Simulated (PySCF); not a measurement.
hexachlorodisilane (Cl₆Si₂), singlet, at a GFN2-xTB geometry. Base run: DF-SVWN5/def2-SVP (PySCF).

PySCF was given this input:
```python
from pyscf import gto, scf, dft

mol = gto.Mole()
mol.atom = '''
    Cl    2.105002   -0.488583   -1.560765
    Si    1.150028   -0.117591    0.177868
    Cl    1.922693    1.566789    0.976810
    Cl    1.522218   -1.645686    1.442326
    Si   -1.150028    0.117591   -0.177868
    Cl   -1.523918    1.664206   -1.419094
    Cl   -1.917382   -1.556042   -1.004049
    Cl   -2.108614    0.459317    1.564771
'''
mol.basis = 'def2-svp'
mol.charge = 0
mol.spin = 0
mol.verbose = 4
mol.build()

mf = dft.RKS(mol)
mf.xc = 'lda,vwn'
mf = mf.density_fit(auxbasis='def2-universal-jkfit')
mf.kernel()
```

Variants of this job, named by their change:

```json
[
 {"change": "base", "ΔE vs base (µEh)": "0.0", "grid points": "151640", "electrons on the grid": "130.00000"},
 {"change": "grids.atom_grid = (50, 194)", "ΔE vs base (µEh)": "-18.5", "grid points": "50720", "electrons on the grid": "129.99991"},
 {"change": "grids.atom_grid = (30, 110)", "ΔE vs base (µEh)": "-1640", "grid points": "19464", "electrons on the grid": "130.00101"},
 {"change": "grids.becke_scheme = stratmann", "ΔE vs base (µEh)": "-2.3", "grid points": "151640", "electrons on the grid": "130.00000"},
 {"change": "grids.atom_grid = (150, 974)", "ΔE vs base (µEh)": "-2.3", "grid points": "593280", "electrons on the grid": "130.00000"},
 {"change": "grids.prune = off", "ΔE vs base (µEh)": "-0.3", "grid points": "277760", "electrons on the grid": "130.00000"},
 {"change": "grids.level = 2", "ΔE vs base (µEh)": "4.0", "grid points": "94328", "electrons on the grid": "129.99999"},
 {"change": "grids.level = 7", "ΔE vs base (µEh)": "-2.5", "grid points": "685952", "electrons on the grid": "130.00000"},
 {"change": "grids.level = 1", "ΔE vs base (µEh)": "-18.5", "grid points": "50720", "electrons on the grid": "129.99991"},
 {"change": "grids.level = 4", "ΔE vs base (µEh)": "-1.3", "grid points": "229976", "electrons on the grid": "130.00000"},
 {"change": "grids.level = 5", "ΔE vs base (µEh)": "-2.8", "grid points": "345392", "electrons on the grid": "130.00000"}
]
```
